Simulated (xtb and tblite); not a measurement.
Conformational energy of C10H8S2, SMILES c1ccc(Sc2ccsc2)cc1. Scanned: dihedral C3–C4–S5–C6 and dihedral C4–S5–C6–C7; all other coordinates were relaxed at GFN2-xTB. Points at φ and −φ are mirror images.

Atom numbering (GFN2-xTB optimised geometry, Å):
```
20

C     -2.9466     0.0134     1.0941
C     -2.8426     1.2653     0.5100
C     -1.7706     1.5633    -0.3105
C     -0.7997     0.6001    -0.5516
S      0.5371     1.0183    -1.6462
C      1.8566     0.0702    -0.9553
C      2.1465     0.0000     0.4334
C      3.2486    -0.7449     0.6841
S      3.9669    -1.3584    -0.7556
C      2.7521    -0.6148    -1.7165
C     -0.9099    -0.6622     0.0141
C     -1.9798    -0.9462     0.8429
H     -3.7806    -0.2155     1.7403
H     -3.5955     2.0162     0.6983
H     -1.6769     2.5371    -0.7667
H      1.5518     0.4823     1.1879
H      3.6964    -0.9686     1.6316
H      2.7719    -0.7113    -2.7829
H     -0.1652    -1.4171    -0.1910
H     -2.0604    -1.9272     1.2874
```

Calculation: GFN2-xTB (xtb and tblite).

Energy in kJ/mol above the lowest grid point; x is the dihedral C3–C4–S5–C6 (°), y the dihedral C4–S5–C6–C7 (°).

```
y \ x  -150  -120   -90   -60   -30     0    30    60    90   120   150   180
-----  ----  ----  ----  ----  ----  ----  ----  ----  ----  ----  ----  ----
180     8.4   2.0   2.5   2.1  10.8  21.8  10.8   2.1   2.5   2.0   8.4  21.8
150    18.8   9.1   5.1   1.2   0.9  10.3  19.0  10.1   5.1   1.4   0.4   9.2
120     9.4  13.1  10.3   5.7   1.3   2.9   9.1  13.2  10.3   5.8   1.4   2.8
90      4.2   9.3  12.3   9.6   4.1   2.1   4.0   9.1  12.3   9.7   4.3   2.1
60      0.1   4.9   9.7  14.2  11.3   2.3   0.0   4.8   9.7  13.8  11.7   2.1
30      1.1   1.8   6.2  12.7  23.4  15.9   1.9   1.6   6.1  11.3  22.8  14.3
0      13.7   4.8   5.1   5.1  17.0  27.7  17.0   5.1   5.1   4.8  13.7  27.7
-30    22.8  11.3   6.1   1.6   1.9  15.9  23.4  12.7   6.2   1.8   1.1  14.3
-60    11.7  13.8   9.7   4.8   0.0   2.3  11.3  14.2   9.7   4.9   0.1   2.1
-90     4.3   9.7  12.3   9.1   4.0   2.1   4.1   9.6  12.3   9.3   4.2   2.1
-120    1.4   5.8  10.3  13.2   9.1   2.9   1.3   5.7  10.3  13.1   9.4   2.8
-150    0.4   1.4   5.1  10.1  19.0  10.3   0.9   1.2   5.1   9.1  18.8   9.2
```

The six lowest points that lie below all their neighbours on the grid: x = -30, y = -60 (0.0 kJ/mol); x = 30, y = 60 (0.0 kJ/mol); x = -150, y = 60 (0.1 kJ/mol); x = 150, y = -60 (0.1 kJ/mol); x = -150, y = -150 (0.4 kJ/mol); x = 150, y = 150 (0.4 kJ/mol). The lowest path on the grid from the first to the second passes x = 180, y = -150 at 9.2 kJ/mol.
